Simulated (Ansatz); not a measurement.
Relaxation of ClGe$_{2}$H$_{6}$N (10 atoms, charge 0, multiplicity 1), to a largest force component of 0.015 eV/Å in at most 40 steps.

Theory: Ansatz, RKS PBE-D4/def2-SVP.

```xyz
10
Properties=species:S:1:pos:R:3
N -0.420 0.828 -1.637
Ge 0.697 0.291 -0.319
Cl 2.215 -0.935 -1.216
Ge -0.435 -0.978 1.295
H 0.088 1.474 -2.310
H -1.171 1.505 -1.184
H 1.373 1.524 0.378
H -1.112 -2.200 0.598
H -1.617 -0.092 1.968
H 0.464 -1.467 2.431
```

Q: Where does it end, and by what steps?

A: The forces met the threshold. The force dipped under the threshold on the way, but the program's further checks kept it going. After 18 steps the energy has fallen by 0.459 eV; H6 moved furthest, 1.21 Å.

| step | energy less start (eV) | largest force component (eV/Å) | accepted |
| --- | --- | --- | --- |
| 0 | 0.0000 | 2.568 | yes |
| 1 | -0.2619 | 1.192 | yes |
| 2 | -0.3013 | 0.272 | yes |
| 3 | -0.3071 | 0.113 | yes |
| 4 | -0.3125 | 0.157 | yes |
| 5 | -0.3142 | 0.174 | yes |
| 6 | -0.3216 | 0.135 | yes |
| 7 | -0.3262 | 0.280 | yes |
| 8 | -0.3349 | 0.469 | yes |
| 9 | -0.3353 | 0.572 | yes |
| 10 | -0.3798 | 1.013 | yes |
| 11 | -0.4499 | 0.240 | yes |
| 12 | -0.4559 | 0.111 | yes |
| 13 | -0.4568 | 0.041 | yes |
| 14 | -0.4575 | 0.016 | yes |
| 15 | -0.4583 | 0.010 | yes |
| 16 | -0.4586 | 0.041 | yes |
| 17 | -0.4589 | 0.022 | yes |
| 18 | -0.4589 | 0.008 | yes |

```xyz
10
Properties=species:S:1:pos:R:3
N -0.463 1.201 -1.405
Ge 0.723 0.430 -0.224
Cl 2.135 -0.969 -1.211
Ge -0.509 -0.924 1.377
H -0.014 1.785 -2.120
H -1.066 0.521 -1.883
H 1.595 1.580 0.343
H -1.347 -1.965 0.591
H -1.458 -0.045 2.232
H 0.488 -1.664 2.302
```

Run time: 56 s on 2 threads of Arm Neoverse V1, with other jobs on the host, peak memory 0.18 GiB.
